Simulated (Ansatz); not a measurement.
H₂MoO₄ (SMILES [O]=[Mo](=[O])([OH])[OH]), singlet, geometry from GFN2-xTB (such geometries of metal compounds can be far from the true shape) (core potentials on Mo); Ansatz (a first-principles code) with PBE0/def2-SVP.

Here is a job for Ansatz.
Ansatz 0.2 input:
```yaml
crystal:
  periodic: [false, false, false]
  atoms:
    - {symbol: Mo, position_ang: [0.04556687, 0.00083011, 0.00560237]}
    - {symbol: O, position_ang: [1.10220482, 0.78882640, -0.97552653]}
    - {symbol: O, position_ang: [0.86074293, -0.75306665, 1.21686762]}
    - {symbol: O, position_ang: [-0.81590576, -1.20963679, -0.94058850]}
    - {symbol: H, position_ang: [-1.09733612, -1.94764307, -1.49061800]}
    - {symbol: O, position_ang: [-1.06225200, 1.17542170, 0.70967220]}
    - {symbol: H, position_ang: [-1.49479228, 1.90042130, 1.17192022]}
basis:
  gaussian:
    orbitals: def2-SVP
hamiltonian:
  xc: pbe0
```

### Question
What does Ansatz print? Leave out banner, timings and long lists.

### Answer

```
Functional definition: PBE0
1030 factors; their error is unknown
mean field evaluation 1: about -10047.5002 eV, gradient 1.0e2 eV
mean field evaluation 2: about -9921.7359 eV, gradient 2.7e2 eV
mean field evaluation 4: about -10063.9037 eV, gradient 2.0e1 eV
mean field evaluation 8: about -10064.6261 eV, gradient 1.9e-1 eV
mean field evaluation 16: about -10064.6763 eV, gradient 1.8e-4 eV
mean field -10064.67633627 eV, -369.8700332754 hartree, gradient 1.2e-5 eV, S^2 0.000000; 0 other end points of the search recorded, 0 dependent functions left out
reference -10064.67638940 eV, -369.8700352277 hartree; 24, 24 occupied and 73, 73 virtual orbitals, 1030 factors
Total energy: -10064.67638940 eV, -369.8700352277 hartree
```
